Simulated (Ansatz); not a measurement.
Input file for Ansatz (a first-principles code): U-CCSD(T)/def2-TZVPP on BeC, 2S+1 = 3, a spin state set in the input, which need not be the lowest, a point of a bond scan (R = 1.675 Å).

Ansatz 0.2 input:
```yaml
crystal:
  periodic: [false, false, false]
  atoms:
    - {symbol: Be, position_ang: [0.00000000, 0.00000000, 0.00000000]}
    - {symbol: C, position_ang: [0.00000000, 0.00000000, 1.67480200]}
basis:
  gaussian:
    orbitals: def2-TZVPP
magnetization: {spin_polarized: true, initial_magnetization: 2}
correlation: {method: ccsd_t, electrons: valence}
output: {orbitals: {seedname: ./end}}
```

Program output:

```
WARN ansatz: RAYON_NUM_THREADS=2 ignored (pool sized by the plan → 2); use --threads N
Functional definition: HF
integrals: 0.02 GiB planned
349 factors; integrals over basis functions are off by at most 6.1e-4 eV
mean field: 0.07 GiB planned
mean field evaluation 1: about -1421.7594 eV, gradient 9.8e0 eV
mean field evaluation 2: about -1421.7620 eV, gradient 9.8e0 eV
mean field evaluation 4: about -1422.5706 eV, gradient 2.1e0 eV
mean field evaluation 8: about -1422.4008 eV, gradient 2.0e-1 eV
mean field evaluation 16: about -1424.4356 eV, gradient 8.9e-4 eV
mean field evaluation 32: about -1422.4024 eV, gradient 3.0e-3 eV
mean field evaluation 64: about -1423.4000 eV, gradient 1.6e-6 eV
mean field evaluation 96: about -1423.4275 eV, gradient 7.2e-1 eV
mean field evaluation 128: about -1422.8380 eV, gradient 4.4e0 eV
mean field evaluation 160: about -1423.1101 eV, gradient 3.3e-2 eV
mean field evaluation 192: about -1422.6706 eV, gradient 1.6e0 eV
mean field evaluation 224: about -1423.4075 eV, gradient 1.2e0 eV
mean field evaluation 256: about -1423.5445 eV, gradient 1.4e-1 eV
mean field evaluation 288: about -1416.8513 eV, gradient 9.4e-4 eV
mean field evaluation 320: about -1422.0334 eV, gradient 1.8e0 eV
mean field evaluation 352: about -1422.0296 eV, gradient 1.8e0 eV
mean field evaluation 384: about -1415.4753 eV, gradient 1.5e-2 eV
mean field evaluation 416: about -1423.1099 eV, gradient 6.0e-2 eV
mean field evaluation 448: about -1422.1889 eV, gradient 3.9e0 eV
mean field evaluation 480: about -1421.6609 eV, gradient 1.3e-1 eV
mean field evaluation 512: about -1420.4413 eV, gradient 8.1e0 eV
mean field evaluation 544: about -1418.5740 eV, gradient 8.9e0 eV
mean field evaluation 576: about -1415.9034 eV, gradient 1.2e1 eV
mean field evaluation 608: about -1418.3146 eV, gradient 1.7e1 eV
mean field evaluation 640: about -1419.6704 eV, gradient 2.1e0 eV
mean field evaluation 672: about -1424.4356 eV, gradient 3.7e-4 eV
mean field evaluation 704: about -1420.4279 eV, gradient 3.0e-3 eV
mean field evaluation 736: about -1423.0591 eV, gradient 1.2e0 eV
mean field evaluation 768: about -1421.6616 eV, gradient 1.0e-1 eV
mean field evaluation 800: about -1421.6624 eV, gradient 2.6e-2 eV
mean field evaluation 832: about -1422.6044 eV, gradient 2.5e0 eV
mean field evaluation 864: about -1420.7722 eV, gradient 6.4e-1 eV
mean field evaluation 896: about -1422.1272 eV, gradient 1.5e0 eV
mean field evaluation 928: about -1421.0554 eV, gradient 4.0e-4 eV
mean field evaluation 960: about -1421.6569 eV, gradient 3.7e-2 eV
mean field -1424.43562118 eV, -52.3470435614 hartree, gradient 2.7e-6 eV, S^2 2.947659; 19 other end points of the search recorded, 0 dependent functions left out
determinant -1424.43562118 eV, -52.3470435614 hartree, with singles and doubles -1428.39871335 eV, -52.4926845123 hartree
determinant -1423.54545046 eV, -52.3143303908 hartree, with singles and doubles -1427.71532112 eV, -52.4675703111 hartree
determinant -1423.40004250 eV, -52.3089867466 hartree, with singles and doubles -1427.86623612 eV, -52.4731163350 hartree
determinant -1423.11008998 eV, -52.2983311881 hartree, with singles and doubles -1427.33863642 eV, -52.4537274036 hartree
determinant -1422.75062896 eV, -52.2851212391 hartree, with singles and doubles -1427.29661254 eV, -52.4521830545 hartree
determinant -1421.66245897 eV, -52.2451317299 hartree, with singles and doubles -1426.38550240 eV, -52.4187003743 hartree
determinant -1421.66226222 eV, -52.2451244993 hartree, with singles and doubles -1426.21739843 eV, -52.4125226676 hartree
determinant -1421.05538645 eV, -52.2228222262 hartree, with singles and doubles -1426.48105388 eV, -52.4222118264 hartree
determinant -1424.43562118 eV, -52.3470435614 hartree, with singles and doubles -1428.43288897 eV, -52.4939404430 hartree
determinant -1423.40004250 eV, -52.3089867466 hartree, with singles and doubles -1427.94914566 eV, -52.4761632041 hartree
determinant -1422.40408278 eV, -52.2723859019 hartree, with singles and doubles -1428.19534890 eV, -52.4852110063 hartree
determinant -1422.40243183 eV, -52.2723252307 hartree, with singles and doubles -1428.20253707 eV, -52.4854751667 hartree
1 core orbitals not correlated
reference -1424.43562118 eV, -52.3470435614 hartree; 5, 3 occupied and 44, 46 virtual orbitals, 349 factors
second order -3.27636346 eV of doubles, -0.00000000 eV of singles
coupled cluster: 0.11 GiB planned
cycle   1  -3.99726766 eV  change    1.3e-7 eV  update   3.5e-6
coupled cluster: 0.11 GiB planned
perturbative correction -0.14654692 eV, -0.0053854998 hartree
Total energy: -1428.57943576 eV, -52.4993259381 hartree
```

Self-consistency was reached. Its determinant has ⟨S²⟩ = 2.95, a mixture of spin states.

Cost: roughly 5 core-seconds.
